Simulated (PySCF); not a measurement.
C5H12Si, SMILES C1CCC1C[SiH3].

Geometry optimised at r2SCAN-D4/def2-SVP. Other conformers were not sampled.

Calculation: PySCF with SMD-PBE0/6-31G*.

Solvation free energies are E(SMD) − E(gas) at the gas-phase geometry, for 1 M in both phases. In vacuum the dipole moment is 0.87 D.

Computed solvation free energies in water, toluene, ethylethanoate:
```json
[
 {"solvent": "water", "ΔG(solv) (kcal/mol)": "2.1", "its non-electrostatic (CDS) part": "3.4", "dipole (D)": "1.10"},
 {"solvent": "toluene", "ΔG(solv) (kcal/mol)": "-3.7", "its non-electrostatic (CDS) part": "-3.0", "dipole (D)": "0.98"},
 {"solvent": "ethylethanoate", "ΔG(solv) (kcal/mol)": "-3.3", "its non-electrostatic (CDS) part": "-2.2", "dipole (D)": "1.05"}
]
```
